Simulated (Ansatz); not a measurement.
Harmonic frequencies (cm⁻¹) at PBE0-D4/def2-TZVP from Ansatz: 74, 337, 415, 447, 478, 598, 651, 668, 720, 776, 830, 845, 938, 973, 1029, 1205, 1263, 1474, 2204, 2206, 2215, 2226, 3048, 3098.

(1) Which molecule is it?
A. `C1O[SiH2][SiH2]1`
B. `O[SiH]1C[SiH2]1`
C. `[SiH3]C1O[SiH2]1`
D. `BO[C](=O)[GeH3]`

Answers

(1) A.
